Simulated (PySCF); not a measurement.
Stepwise substitution at one centre (Ga SiH3-SH). Gas-phase values, no solvent. One relaxed conformer stands for each flexible species; it need not be the lowest. Strings in code marks are SMILES.

These are M06-2X/def2-TZVP // PBE0-D3(BJ)/def2-TZVP (PySCF) values and carry that method's errors. Excitations are Tamm–Dancoff values on a coarser integration grid. The basis has no diffuse functions, so Rydberg states are missing or too high.

| species | S1 oscillator strength | LUMO (eV) | S1–T1 gap (TDA) (eV) | HOMO–LUMO gap (eV) |
|---|---|---|---|---|
| 0 of 3 SiH3 replaced by SH (`[SiH3][Ga]([SiH3])[SiH3]`) | ? | -1.97 | ? | 6.14 |
| 1 of 3 SiH3 replaced by SH | 0.000 | -1.41 | 0.54 | 6.87 |
| 2 of 3 SiH3 replaced by SH | ? | -0.94 | 0.66 | 7.67 |
| 3 of 3 SiH3 replaced by SH (`[Ga]([SH])([SH])[SH]`) | 0.000 | ? | 0.26 | 8.64 |

What belongs in the gaps?


- 0 of 3 SiH3 replaced by SH (`[SiH3][Ga]([SiH3])[SiH3]`), S1 oscillator strength: 0.000
- 0 of 3 SiH3 replaced by SH (`[SiH3][Ga]([SiH3])[SiH3]`), S1–T1 gap (TDA) (eV): 0.52
- 2 of 3 SiH3 replaced by SH, S1 oscillator strength: 0.011
- 3 of 3 SiH3 replaced by SH (`[Ga]([SH])([SH])[SH]`), LUMO (eV): -0.20
